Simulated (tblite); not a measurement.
Species: C₅H₁₁O₂ (doublet state).
Geometry (GFN2-xTB, Å), atoms numbered from 1 in this order:
```xyz
18
C5H11O2 angstrom
C      2.8338    0.3497    0.9758
O      2.3723   -0.1563   -0.2623
C      1.0798   -0.6395   -0.2177
O      0.1882    0.4050    0.0566
C     -1.1612    0.1090    0.1581
C     -1.9934    1.3126    0.4348
C     -1.7454   -1.0657   -0.5473
H      2.8134   -0.4321    1.7444
H      2.2240    1.1941    1.3057
H      3.8570    0.6758    0.8067
H      0.8878   -1.0784   -1.2072
H      0.9783   -1.4272    0.5597
H     -1.3832    2.0680    0.9220
H     -2.8313    1.0560    1.0830
H     -2.4062    1.7471   -0.4834
H     -2.8054   -1.1207   -0.3153
H     -1.2755   -2.0010   -0.2404
H     -1.6417   -0.9899   -1.6382
```

Computed geometry: GFN2-xTB, gas phase. This method treats the open shell by occupation alone, without spin polarisation.

Take the most abundant isotopes and a rigid rotor. The values belong to one conformer with, in the numbering `[CH3:1][O:2][CH2:3][O:4][C:5]([CH3:6])[CH3:7]`, C1–O2–C3–O4 65°, O2–C3–O4–C5 -179°, C3–O4–C5–C6 -179°.

**Question.** Give the principal moments of inertia and the rotational constants in MHz.

**Answer.** Ia = 91.72, Ib = 367.57, Ic = 433.73 u·Å²; 505379 MHz·u·Å²/I gives A = 5510, B = 1375, C = 1165 MHz.

**Question.** Classify the top.

**Answer.** A near-prolate asymmetric top: κ = (2 × 1375 − 5510 − 1165)/(5510 − 1165) = -0.90.

**Question.** Is it planar, by Δ = Ic − Ia − Ib?

**Answer.** Not planar: Δ = Ic − Ia − Ib = -25.57 u·Å². For a rigid frame Δ = −2 Σ m c², so Σ m c² = 12.79 u·Å² lies off the ab plane: 7.00 from hydrogen and 5.78 from heavier atoms. The atom farthest from that plane is 1.44 Å away.

**Question.** Give the other two planar moments, Paa and Pbb, and the rms extents of the mass along the axes.

**Answer.** Paa = Σ m a² = (Ib + Ic − Ia)/2 = 354.79 and Pbb = Σ m b² = (Ia + Ic − Ib)/2 = 78.94 u·Å². With the mass M = 103.08 u, the rms extents √(P/M) along a, b and c are 1.86, 0.88, 0.35 Å.

**Question.** Estimate the classical rotational partition function at 50 K, 100 K and 200 K.

**Answer.** Point group C1, symmetry number σ = 1; q = (√π/σ)·√((kT/h)³/(ABC)), k/h = 20836.6 MHz/K: 20100 at 50 K, 56700 at 100 K, 160000 at 200 K.

For this open shell read J as N, the rotation without spin; fine and hyperfine splittings come on top. Its GFN2-xTB frequencies are all real (lowest 50 cm⁻¹). No vibrational averaging or centrifugal distortion is included, and the geometry carries the error of its method.
